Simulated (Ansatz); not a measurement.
Reaction (redistribution): `F[CH2][ZnH]` + `O[SiH2]CC[SiH3]` → `O[SiH2][CH2][ZnH]` + `FCC[SiH3]`

Program: Ansatz. Geometries: PBE0-D4/def2-TZVP. ΔE: electronic, gas phase. CCSD(T)/CBS is the MP2 limit (def2-TZVPP, def2-QZVPP) plus CCSD(T) − MP2 in def2-TZVPP, frozen cores. DFT in def2-TZVPP. For Zn outer-core shells are correlated without core-valence functions, which leaves a few kJ/mol of doubt a bond. Scalar relativity is left out up to krypton. Each species was taken in one conformer, which may not be the lowest.

```
             level  ΔE (kcal/mol)
               PBE          -15.7
            r2SCAN          -17.9
    MP2/def2-TZVPP          -18.5
SCS-MP2/def2-TZVPP          -17.9
CCSD(T)/def2-TZVPP          -17.9
     HF/def2-QZVPP          -18.9
    MP2/def2-QZVPP          -18.2
    CCSD/CBS(def2)          -17.5
```

Q: What does CCSD(T)/CBS give? (An estimate is asked.)

A: The calculation gave: -17.5 kcal/mol. The listed levels differ from it by 1.8, -0.4, -1.0, -0.4, -0.4, -1.4, -0.7, 0.0 kcal/mol.

Largest T1 diagnostic among the species: 0.014.

The D4 term adds +0.9 kcal/mol with B3LYP and +0.6 kcal/mol with PBE0; it sums over pairs of atoms, weighted by their polarisabilities, and B3LYP, whose exchange is more repulsive, gets the larger term. From PBE to PBE0 (25 % exact exchange), in def2-TZVPP and without D4, ΔE moves by −1.5 kcal/mol.

B3LYP here is the variant with VWN-RPA as its local correlation; programs differ in this.
